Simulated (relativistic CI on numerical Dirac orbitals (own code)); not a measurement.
# What each ingredient does to the levels of Pb LXXVII

Base calculation: Dirac-Coulomb-Breit CI, separate exchange-only KLI orbitals for each configuration, model QED, unscaled Slater integrals.

CI space (outside the closed core 1s2): 2s2 2p2, 2s 2p3, 2p4, 2p3 3s, 2s2 2p 3s, 2p3 3p, 2s2 2p 3p, 2p3 3d, 2s2 2p 3d, 2s 2p2 3s, 2s 2p2 3p, 2s 2p2 3d, 2s2 2p 4s, 2s2 2p 4p, 2s2 2p 4d, 2s2 2p 4f, 2s2 3s2, 2s2 3s 3p, 2s 2p2 4s, 2s2 3s 3d, 2s2 2p 5s, 2s2 3p2, 2s 2p2 4p, 2s2 2p 5p, 2s2 2p 5d, 2s2 2p 5f, 2s2 2p 5g, 2s 2p2 4d, 2s 2p2 4f, 2s2 3p 3d, 2s 2p 3s2, 2s2 3d2, 2s 2p 3s 3p, 2s 2p 3s 3d, 2s 2p 3p2, 2s 2p 3p 3d. Levels of other configurations are missing.

The lowest level and the first level of each name with at least 55 % of one term (blank where a level has no safe partner in the second run):

```tsv
Level	Base (eV)	Shift (eV)
2s2 2p2 3P_0	0.0	0.0
2s2 2p2 3P_1	2286.7	+3.5
2s2 2p2 1D_2	2304.9	+0.5
2s2 2p2 3P_2	4624.5	+3.0
2s2 2p2 1S_0	4698.0	-2.9
2s 2p3 3D°_3	4949.3	+4.8
2s 2p3 3P°_0	5026.7	-0.2
2s 2p3 1D°_2	5060.8	-5.4
2s 2p3 3P°_1	5066.1	-4.9
2p4 3P_2	5442.7	+0.7
2p4 1S_0	5519.1	-5.8
2p4 3P_1	7750.8	+3.1
2p4 1D_2	7769.2	+0.2
2p4 3P_0	10123.6	-0.7
```

At this charge energies of transitions that change n are usually good to better than 1 %, and those within a shell (Δn = 0) to a few per cent.

(1) One thing was changed in a second run, which moved the levels as shown. Which?
A. configuration mixing switched off
B. QED terms removed
C. valence Slater integrals scaled by 0.9
D. Breit term removed

Answers

(1) C. Valence Slater integrals scaled by 0.9. Scaling acts on the splittings between terms and on the mixing, and leaves the fine structure of pure LS terms nearly alone; in jj coupling it moves the levels of one term differently.

LS names give the leading component of a level, which can be under half, so a name can repeat, a term be missing and a line seem to break the LS rules.
